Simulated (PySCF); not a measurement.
# Electric field gradients and quadrupole coupling constants

Species: (Cl2B-mu-SH)2.
Structure used (PBE0-D3(BJ)/def2-SVP), in Å, numbered top down from 1:
```xyz
10
B2Cl4H2S2 angstrom
B     -0.6031   -1.1476    0.3439
Cl     0.2842   -2.6961    0.5459
Cl    -2.3768   -1.1730    0.6301
S      0.2759    0.2860    1.4246
B      0.6210    1.1347   -0.3520
Cl     2.3894    1.2218   -0.6542
Cl    -0.3211    2.6505   -0.5396
S     -0.2183   -0.3231   -1.4330
H     -0.8436    0.9784    1.7331
H      0.9168   -1.0084   -1.6943
```

Field gradients from the PBE0/pcSseg-1 density (PySCF, non-relativistic), principal values in atomic units, ordered |Vxx| ≤ |Vyy| ≤ |Vzz|:

| atom | Vxx | Vyy | Vzz |
| --- | --- | --- | --- |
| B1 | 0.0106 | 0.0562 | -0.0668 |
| Cl2 | -1.2851 | -1.3377 | 2.6228 |
| Cl3 | -1.2906 | -1.3377 | 2.6283 |
| S4 | -0.1114 | -1.2515 | 1.3629 |
| B5 | 0.0108 | 0.0571 | -0.0679 |
| Cl6 | -1.2844 | -1.3382 | 2.6226 |
| Cl7 | -1.2870 | -1.3369 | 2.6239 |
| S8 | -0.1170 | -1.2447 | 1.3617 |

Problem. Find the asymmetry η = (Vxx − Vyy)/Vzz and the couplings χ = eQV/h (234.96 MHz × Q in barn × V in au), with Q(11B) = 0.04059 b, Q(35Cl) = −0.0817 b, Q(33S) = −0.0678 b.

Solution. 
```
atom                   environment  nucleus     η  χzz (MHz)  χxx (MHz)  χyy (MHz)
  B1  boron bonded to 2 Cl and 2 S      11B  0.68     -0.637      0.101      0.536
 Cl2          chlorine bonded to B     35Cl  0.02     -50.35      24.67      25.68
 Cl3          chlorine bonded to B     35Cl  0.02     -50.45      24.77      25.68
  S4    sulfur bonded to 2 B and H      33S  0.84     -21.71       1.78      19.94
  B5  boron bonded to 2 Cl and 2 S      11B  0.68     -0.647      0.103      0.545
 Cl6          chlorine bonded to B     35Cl  0.02     -50.35      24.66      25.69
 Cl7          chlorine bonded to B     35Cl  0.02     -50.37      24.71      25.66
  S8    sulfur bonded to 2 B and H      33S  0.83     -21.69       1.86      19.83
```

The gradient is axial or nearly so (η below 0.05) at Cl2, Cl3, Cl6 and Cl7. 

Problem. What is Vzz at Cl7 in SI units (1 au = 9.71736 × 10²¹ V/m²)?

Solution. 2.6239 au = 25.497 × 10²¹ V/m².

Geometry: PBE0-D3(BJ)/def2-SVP, one conformer, isolated molecule. With a basis this small, the couplings can be 20 % off.
